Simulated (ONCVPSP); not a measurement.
## N (Z = 7): one change to an ONCV potential, before and after

nitrogen, optimised norm-conserving Vanderbilt (ONCV), made with ONCVPSP 4.0.1 (PBE, scalar-relativistic). Core [He], reference 2s1.5 2p3.5. Waves: 2s: rc 0.85 bohr, ncon 4, nbas 9, qcut 6.2 1/bohr, 2 projectors, debl 3.5 Ha; 2p: rc 1.90 bohr, ncon 4, nbas 7, qcut 7 1/bohr, 2 projectors, debl 1 Ha; d scattering state at 0.32 Ha: rc 1.65 bohr, ncon 4, nbas 8, qcut 6.8 1/bohr, 2 projectors, debl 1.2 Ha. Local part: polynomial inside 0.60 bohr (lpopt 5, dvloc0 0 Ha). Core correction: none.

Change: p: rc 1.68.

Cutoffs: the cutoffs (Ha) at which the residual kinetic energy of the hardest occupied pseudo-wave falls to 1 and 0.1 mHa per electron; they do not see the model core or the augmentation charge, which bear on the density cutoff. Errors are all-electron minus pseudo energies relative to the spin-unpolarised reference configuration.

**Question.** What does the change do?

**Answer.** The potential gets neither clearly harder nor softer (88 Ha and 297 Ha → 88 Ha and 297 Ha); of the 3 tests that both files solve, the error grows in 1 and shrinks in 2 by more than 15 % and 0.3 meV (median size 87.3 → 61.2 meV); neither file shows a bound ghost.

```csv
quantity,base,changed
"cutoff, loose",88 Ha,88 Ha
"cutoff, tight",297 Ha,297 Ha
loose cutoff by channel,"s 88 Ha, p 18 Ha","s 88 Ha, p 19 Ha"
bound ghosts,none,none
GHOST(+) flags under 300 eV,none,none
tests with a reliable result,3 of 4,3 of 4
"error for 2s2 2p3, meV [ΔE -5.75 eV]",+0.4,+1.2
"error for 2s2 2p2, meV [ΔE 7.84 eV]",+87,+61
"error for 2s2 2p1, meV [ΔE 36.69 eV]",+495,+354
s: phases at 0.86 bohr within 0.05 rad from the reference energy up to (Ha; the scan ends near 5),to the end of the scan,to the end of the scan
d: phases at 1.68 bohr within 0.05 rad from the reference energy up to (Ha; the scan ends near 5),to the end of the scan,to the end of the scan
```
